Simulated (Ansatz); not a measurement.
`NCB(N)O` + H₂Te → `NB(O)[TeH]` + CH₃NH₂  (ligand exchange at a B–C bond)

Program: Ansatz. Geometries: PBE0-D4/def2-TZVP. ΔE: electronic, gas phase. CCSD(T)/CBS adds triple-zeta CCSD(T) − MP2 to the extrapolated MP2 energy (def2 sets, frozen cores). DFT in def2-TZVPP. B3LYP here is the variant with VWN-RPA as its local correlation; programs differ in this. Elements past krypton have def2 core potentials. For Te outer-core shells are correlated without core-valence functions, which leaves a few kJ/mol of doubt a bond. One conformer a species, not always the lowest.

`NCB(N)O`:

Z-matrix (Å, degrees):
```
C
B 1 1.591
N 1 1.468 2 109.2
H 1 1.097 2 107.0 3 116.2
H 1 1.100 2 113.0 3 -127.9
O 2 1.366 1 117.4 3 -18.3
N 2 1.404 1 122.9 3 162.8
H 3 1.013 1 110.5 2 -79.0
H 3 1.011 1 111.8 2 162.1
H 6 0.970 2 106.8 1 1.1
H 7 1.003 2 123.3 1 -2.2
H 7 1.005 2 122.2 1 176.8
```

H₂Te:

Cartesian coordinates in Å:
```
Te -0.368 -0.177 -0.662
H -0.685 0.826 0.616
H 1.053 -0.649 0.045
```

`NB(O)[TeH]`:

Cartesian coordinates in Å:
```
N -0.298 -0.743 -0.617
B -0.059 0.445 0.087
O -0.650 1.643 -0.195
Te 1.333 0.529 1.774
H -0.933 -0.808 -1.396
H 0.151 -1.610 -0.388
H -1.264 1.623 -0.934
H 1.720 -1.080 1.669
```

CH₃NH₂:

```xyz
7

C     0.385    0.247   -0.337
N    -0.776   -0.399    0.250
H     1.212    0.451    0.359
H     0.085    1.197   -0.784
H     0.776   -0.376   -1.145
H    -1.161    0.168    0.995
H    -0.521   -1.287    0.662
```

| level | ΔE (kcal/mol) | difference from CCSD(T)/CBS |
| --- | --- | --- |
| PBE-D4 | -5.2 | 1.2 |
| r2SCAN-D4 | -5.2 | 1.2 |
| PBE0-D4 | -5.4 | 1.0 |
| B3LYP-D4 | -5.2 | 1.2 |
| ωB97X-V | -4.6 | 1.8 |
| ωB97M-V | -4.2 | 2.2 |
| B2PLYP | -5.6 | 0.8 |
| PBE | -5.2 | 1.2 |
| r2SCAN | -5.3 | 1.1 |
| PBE0 | -5.3 | 1.1 |
| B3LYP | -5.0 | 1.4 |
| HF/def2-TZVPP | -6.3 | 0.1 |
| MP2/def2-TZVPP | -7.0 | -0.6 |
| SCS-MP2/def2-TZVPP | -6.5 | -0.1 |
| CCSD/def2-TZVPP | -4.9 | 1.5 |
| CCSD(T)/def2-TZVPP | -5.0 | 1.4 |
| HF/def2-QZVPP | -6.4 | 0.0 |
| MP2/def2-QZVPP | -7.8 | -1.4 |
| SCS-MP2/def2-QZVPP | -7.2 | -0.8 |
| HF/CBS(def2) | -6.4 | 0.0 |
| MP2/CBS(def2) | -8.3 | -1.9 |
| CCSD/CBS(def2) | -6.2 | 0.2 |
| CCSD(T)/CBS | -6.4 | 0 |

Largest T1 diagnostic among the species: 0.011.
